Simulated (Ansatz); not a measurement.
`[I][Ge]([I])([I])[I]` and `IC(I)(I)I` differ in one element.

Ansatz, PBE0-D4/def2-TZVP geometries, multiplicity 1. 

Elements past krypton have def2 core potentials. Scalar relativity is left out up to krypton.

| property | `[I][Ge]([I])([I])[I]` |
| --- | --- |
| HOMO energy (PBE0/def2-TZVPP) / eV | -7.78 |
| HOMO energy (B3LYP/def2-TZVPP) / eV | -7.52 |
| LUMO energy (PBE/def2-TZVPP) / eV | -4.07 |
| HOMO–LUMO gap (PBE0/def2-TZVPP) / eV | 4.41 |
| LUMO energy (B3LYP/def2-TZVPP) / eV | -3.60 |
| zero-point energy (PBE0-D4/def2-TZVP) / kJ/mol | 7.9 |

(1) What does the change do to each property? (Best estimate.)

## Answers

(1) The calculation gave: 
```tsv
property	`IC(I)(I)I`	shift
HOMO energy (PBE0/def2-TZVPP) / eV	-7.30	0.48
HOMO energy (B3LYP/def2-TZVPP) / eV	-7.05	0.47
LUMO energy (PBE/def2-TZVPP) / eV	-4.15	-0.08
HOMO–LUMO gap (PBE0/def2-TZVPP) / eV	3.92	-0.49
LUMO energy (B3LYP/def2-TZVPP) / eV	-3.55	0.05
zero-point energy (PBE0-D4/def2-TZVP) / kJ/mol	15.1	7.2
```

B3LYP here is the variant with VWN-RPA as its local correlation; programs differ in this.

Spin–orbit coupling is left out; it splits and shifts lone-pair levels of the heavy atoms by tenths of an eV.
